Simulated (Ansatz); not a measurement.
Mulliken charges of CH₄BClO, SMILES `COBCl` from r2SCAN/def2-TZVPP in Ansatz (PBE0-D4/def2-TZVP geometry).

```tsv
atom	x (Å)	y (Å)	z (Å)	charge (e)
C1	0.184	1.105	-0.078	0.028
O2	0.202	-0.193	-0.643	-0.249
B3	-0.176	-1.267	0.051	0.213
Cl4	-0.117	-2.833	-0.740	-0.166
H5	-0.476	1.736	-0.675	0.070
H6	-0.167	1.085	0.957	0.054
H7	1.194	1.515	-0.113	0.070
H8	-0.551	-1.204	1.185	-0.020
```

Q: By hand: the dipole of these point charges (1 e Å = 4.8032 D).

A: Σ q r = (-0.011, 0.590, 0.264) e Å, of length 0.646 e Å = 3.10 D.

Q: How does the dipole of the full density compare? (Best estimate.)

A: Computed: (-0.002, 0.514, 0.210) e Å, 2.67 D; the point charges give 1.16 times that, at 2° from its direction.

Point charges leave out the atoms' own dipoles, such as those of lone pairs, and Mulliken's split depends on the basis, so the two needn't agree.
